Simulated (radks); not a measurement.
Values are calculated unless marked as measured or tabulated.
Polarisability of neutral fluorine, [He] 2s2 2p5, at imaginary frequency. Code: a radial shooting solver on a logarithmic mesh with Libxc functionals. Model: scalar-relativistic Kohn-Sham, PBE, spin-unpolarised, spherical densities, finite nucleus; Fermi nuclear charge, rms radius 2.8976 fm. Response by self-consistent Sternheimer equations with the Hartree and adiabatic LDA kernel, the relativistic mass of each level held fixed and spin-orbit coupling left out.

w (hartree)  alpha1(iw) (bohr^3)
0.00266                    4.281
0.0143                     4.279
0.0360                     4.268
0.0697                     4.234
0.118                      4.151
0.186                      3.981
0.280                      3.682
0.413                      3.231
0.605                      2.645
0.892                      1.985
1.35                       1.335
2.12                      0.7754
3.59                      0.3652
6.94                      0.1234
17.5                     0.02309

Static values: alpha1 = 4.281 bohr^3 (0.6343 angstrom^3; uncoupled 4.965). C6 = 11.53, triple-dipole C9 = 34.39 atomic units. One-pole (London) frequency 4 C6 / (3 alpha1^2) = 0.839 hartree, against 0.408 for minus the highest occupied eigenvalue. Recommended static value: 3.74 bohr^3 (Schwerdtfeger and Nagle, 2023 table).

Beside tabulated values, note that spin-unpolarised runs miss the spin-polarisation part of the exchange energy of open shells.
